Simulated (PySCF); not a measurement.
FH6NOSi2, SMILES O[Si@H](F)N[SiH3].

The structure is a stationary point at B3LYP-D3(BJ)/def2-SVP. The structure was generated by enumeration; whether it is a known compound was not checked. Other conformers were not sampled.

Two levels are set side by side: TDDFT-PBE/def2-SVPD (PySCF) and TDDFT-B3LYP/def2-SVPD (PySCF). Vertical, same geometry. The lowest singlet is HOMO→LUMO 99 % with PBE and HOMO→LUMO 94 % with the other functional; states are paired by order. Differences are taken from unrounded values.

| quantity | TDDFT-B3LYP | TDDFT-PBE | TDDFT-PBE minus TDDFT-B3LYP |
|---|---|---|---|
| lowest singlet excitation (eV) | 6.48 | 5.97 | -0.51 |
| lowest triplet excitation (TDA) (eV) | 6.18 | 5.72 | -0.46 |
| first bright state (f over 0.05) (eV) | 8.29 | 7.68 | -0.61 |
| its oscillator strength | 0.06 | 0.07 | 0.01 |

Functionals without exact exchange tend to place singlet excitations lower, as here. Differences between two approximate levels are no errors against the true value.

Rough cost on one machine, each run with all the roots and properties that it gave: TDDFT-B3LYP against TDDFT-PBE about 3 times.
